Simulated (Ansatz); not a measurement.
```yaml
crystal:
  periodic: [false, false, false]
  atoms:
    - {symbol: O, position_ang: [-0.860365, 0.965394, -1.424634]}
    - {symbol: Si, position_ang: [0.189448, 0.863975, -0.428084]}
    - {symbol: B, position_ang: [1.247730, -1.110350, 0.315416]}
    - {symbol: C, position_ang: [-0.110895, -1.144677, 0.706170]}
    - {symbol: H, position_ang: [-1.660222, 1.213433, -1.438016]}
    - {symbol: H, position_ang: [0.395753, 2.135097, 0.145694]}
    - {symbol: H, position_ang: [2.332262, -1.068782, 0.681368]}
    - {symbol: H, position_ang: [-0.957472, -0.829282, 0.280018]}
    - {symbol: H, position_ang: [-0.183950, -1.165845, 1.682025]}
basis:
  gaussian: {orbitals: cc-pVDZ}
total_charge: 1
magnetization: {spin_polarized: true, initial_magnetization: 1}
hamiltonian: {xc: {name: wB97M-V}, dispersion: rvv10}
scf: {lower_state_search: off}
output: {forces: true}
```

```sh
$ ansatz run in.yaml --threads 2 --pin off --events-out ev --progress --plain --max-ram 4352MiB
```

(1) How does Ansatz answer? (An estimate is asked.)

## Answers

(1) Ansatz gave: The program refused the input.
```
Error: invalid value for `hamiltonian.dispersion`: this functional's text states its nonlocal part
```
